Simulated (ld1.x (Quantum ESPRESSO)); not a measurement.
# samarium (Sm): excitation energies, all-electron against RRKJ

Sm (Z = 62), norm-conserving RRKJ (Kleinman–Bylander form), made with ld1.x (Quantum ESPRESSO) 7.5 (LDA (PZ), scalar-relativistic). Core [Kr] 4d10, reference 4f6 5s2 5p6 5d0 6s1 6p0 (charge +1). Waves: 5s (bound): rc 1.82 bohr; 5p (bound): rc 2.00 bohr; 5d (bound, empty): rc 3.45 bohr; 4f (bound): rc 1.15 bohr. Local part: all-electron potential smoothed inside 2.20 bohr (lloc = -1). Core correction: none. rho0 = 0.02.

Occupied shells without a wave of their own: 6s. They enter only through the test configuration that unscreens the potential.

Energies are relative to the spin-unpolarised reference configuration 4f6 5s2 5p6 5d0 6s1 6p0; without spin polarisation the order of configurations can differ from experiment. Spin-polarised rows fill each open shell by Hund’s rule, majority spin first. Not all tests gave a result: 1 of 9 tests not solved or not reliable. Left out of the table: 4f6 5s2 5p6 5d1 6s1 6p0 (solver errors, printed error -2155 eV).

| valence configuration | charge | ΔE all-electron (eV) | error AE − PS (meV) |
| --- | --- | --- | --- |
| 4f6 5s2 5p6 5d0 6s2 6p0 | 0 | -6.151 | -147 |
| 4f5 5s2 5p6 5d0 6s0 6p0 | +3 | 35.449 | +267 |
| 4f5 5s2 5p6 5d0 6s2 6p0 | +1 | 3.250 | -471 |
| 4f6 5s2 5p5 5d0 6s2 6p0 | +1 | 22.148 | -314 |
| 4f6 5s2 5p6 5d0 6s1 6p1 | 0 | -3.608 | -34 |
| 4f6 5s2 5p6 5d0 6s2 6p0 (spin-polarised) | 0 | -11.701 | +10164 |

**Question.** What are ΔE and the potential's error for 4f6 5s2 5p6 5d0 6s1 6p0 (spin-polarised)?

**Answer.** ΔE = -5.901 eV all-electron; the error (AE − PS) is +10385 meV.

**Question.** What are ΔE and the potential's error for 4f6 5s2 5p6 5d0 6s0 6p0?

**Answer.** ΔE = 11.294 eV all-electron; the error (AE − PS) is +262 meV.

The 6s level has no wave, so the channel is fitted at the deeper level alone: the likely source of the large errors.
